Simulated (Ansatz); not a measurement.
Reaction (ligand exchange at a B–O bond): `B[O][Zn][SiH3]` + `[OH][GaH2]` → `B[O][GaH2]` + `[OH][Zn][SiH3]`

Program: Ansatz. Geometries: PBE0-D4/def2-TZVP. ΔE: electronic, gas phase. CCSD(T)/CBS is the MP2 limit (def2-TZVPP, def2-QZVPP) plus CCSD(T) − MP2 in def2-TZVPP, frozen cores. DFT in def2-TZVPP. HSE06 is defined as in plane-wave codes. For Ga, Zn outer-core shells are correlated without core-valence functions, which leaves a few kJ/mol of doubt a bond. Scalar relativity is left out up to krypton. One conformer a species, not always the lowest.

```csv
level,ΔE (kJ/mol)
PBE-D4,14.6
B97M-V,16.3
ωB97X-V,16.1
PBE,14.8
HSE06,16.2
HF/def2-SVP,28.2
HF/def2-TZVPP,16.5
HF/CBS(def2),15.9
```

(1) What does CCSD(T)/CBS give? (Best estimate.)

Largest T1 diagnostic among the species: 0.016.

## Answers

(1) The calculation gave: +17.5 kJ/mol. The listed levels differ from it by -2.9, -1.2, -1.4, -2.7, -1.3, 10.7, -1.0, -1.6 kJ/mol.

At CCSD(T), def2-SVP lies +22.4 kJ/mol from the extrapolated value and def2-TZVPP +1.1 kJ/mol. Leaving LDA and LC-ωPBE aside and taking each functional with its dispersion term where it has one, the values, not all of them listed here, spread over 4.1 kJ/mol, from BLYP-D4 to PBE-QIDH.

CCSD(T)/CBS has its own doubt, a few kJ/mol and more with outer-core shells, so smaller differences from it don't rank the levels.
